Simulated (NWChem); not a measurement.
**Tetragonal strain in C (diamond structure): the shear constant**

The numbers come from NWChem runs, not from measurements. Level: LDA (Vosko), Troullier-Martins pseudopotentials (valence charges C 4), cutoff 35 Ha, shifted 4×4×4 mesh, two-atom cell, no spin-orbit coupling. The cubic cell (a = 3.539 Å, near this level's equilibrium) is stretched by 1 + δ along x and y and by (1 + δ)^−2 along z, at constant volume; symmetry keeps the atoms on their sites.

```
δ       E − E(0) (meV/cell)
------  -------------------
-0.020                82.76
-0.010                19.88
-0.005                 4.53
0.000                  0.00
0.005                  4.39
0.010                 19.22
0.020                     ?
```

The cell volume is 11.08 Å³. To second order E − E(0) = 3V(C₁₁ − C₁₂)δ². Fit Aδ² + Bδ³, give C₁₁ − C₁₂, and predict the withheld row.

A ≈ 200 eV and B ≈ -560 eV, with a largest residual of 0.43 meV, so C₁₁ − C₁₂ = A/(3V) ≈ 940 GPa. The fit predicts 73.77 meV at δ = 0.020; the run gave 74.24.
